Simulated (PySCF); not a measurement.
C3H3N2, SMILES [c]1cnc[nH]1, multiplicity 2. The structure is a stationary point at PBE-D3(BJ)/def2-SVP. The isomer is the one that the SMILES or the coordinates give; other isomers of the formula were not compared.

Level of theory: PySCF 2.14.0 with PBE-D3(BJ)/def2-SVP.

Harmonic wavenumbers (cm⁻¹): 500, 584, 669, 746, 789, 822, 892, 1052, 1093, 1166, 1206, 1299, 1393, 1416, 1486, 3177, 3206, 3556. Rotational constants (GHz): 10.78, 9.235, 4.974; symmetry number 1.

Q: Work out the zero-point energy and the ideal-gas rigid-rotor harmonic-oscillator thermochemistry at 298.15 K and 1 atm.

A: ZPE = ½ Σ hcν = ½ × 25051 cm⁻¹ = 149.84 kJ/mol. H − E(el) = 162.24 kJ/mol. Entropy in J/(mol K): translation 161.20, rotation 100.37, vibration 10.85, spin 5.76, total 278.18. G − E(el) = 79.30 kJ/mol. Cp = 63.47 J/(mol K).
